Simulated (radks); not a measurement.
Spherical quantum dot in the effective-mass picture: electrons in a parabolic well V = omega^2 r^2 / 2 with omega = 0.299, all in effective atomic units (hartree* = m*/eps^2 hartree, bohr* = eps/m* bohr), one dielectric constant everywhere. Calculated with a radial shooting solver with Libxc functionals: non-relativistic Kohn-Sham, LDA (Slater exchange, Perdew-Wang correlation), spin-polarised, spherical densities. Levels are named by radial order and angular momentum (1s, 1p, 1d, 2s, ...), and open shells are averaged over m. Results are scaled to m* = 0.048 and eps = 4.8, for which hartree* = 56.69 meV and bohr* = 5.292 nm.

N = 30, configuration 1s2 1p6 1d10 2s2 1f(up 7, down 3). This is the lowest configuration that the search found. Occupied and some empty levels:

| level | occupation | eigenvalue (meV) | <r> (nm) |
|---|---|---|---|
| 1s up | 1 | 348.71 | 21.53 |
| 1s down | 1 | 349.23 | 20.97 |
| 1p up | 3 | 353.13 | 26.12 |
| 1p down | 3 | 353.88 | 25.86 |
| 1d up | 5 | 358.45 | 29.00 |
| 1d down | 5 | 359.31 | 28.91 |
| 2s up | 1 | 360.35 | 23.34 |
| 2s down | 1 | 360.84 | 23.67 |
| 1f up | 7 | 364.65 | 31.13 |
| 1f down | 3 | 365.54 | 31.14 |
| 2p up | 0 | 368.06 | 25.82 |
| 2p down | 0 | 368.54 | 25.93 |
| 1g up | 0 | 371.66 | 32.87 |
| 1g down | 0 | 372.56 | 32.92 |
| 2d up | 0 | 376.33 | 28.33 |
| 2d down | 0 | 376.85 | 28.34 |

Energy (meV): total 6595.45, kinetic 355.47, external 2329.0, Hartree 4300.6, exchange-correlation -389.57.
